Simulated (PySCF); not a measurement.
C3H3N2, SMILES c1nc[c][nH]1, multiplicity 2.

Geometry: r2SCAN-D4/def2-SVP. The isomer is the one that the SMILES or the coordinates give; other isomers of the formula were not compared.

Computed with r2SCAN-D4/def2-SVP (PySCF 2.14.0).

Harmonic, unscaled wavenumbers; measured fundamentals usually lie a few per cent lower.

Computed harmonic wavenumbers and intensities:
```tsv
mode	ν (cm⁻¹)	IR (km/mol)	moving atoms (share of kinetic energy)
1	508	7.9	C 39 %, N 37 %, H 24 %
2	589	97.3	H 63 %, C 31 %
3	687	0.9	N 39 %, H 31 %, C 30 %
4	775	20.8	H 70 %, C 27 %
5	817	19.6	H 79 %, C 21 %
6	856	38.2	N 47 %, C 44 %, H 9 %
7	931	12.2	C 47 %, N 46 %
8	1077	44.6	H 60 %, C 27 %, N 14 %
9	1115	10.9	H 61 %, C 27 %, N 12 %
10	1187	8.3	C 55 %, N 37 %, H 9 %
11	1242	3.2	H 73 %, C 20 %
12	1338	3.0	C 46 %, N 30 %, H 23 %
13	1420	5.7	N 41 %, H 31 %, C 29 %
14	1453	6.1	C 79 %, H 11 %, N 11 %
15	1530	16.1	C 54 %, N 28 %, H 18 %
16	3246	1.0	H 91 %, C 9 %
17	3274	0.3	H 91 %, C 9 %
18	3641	81.7	H 93 %
```
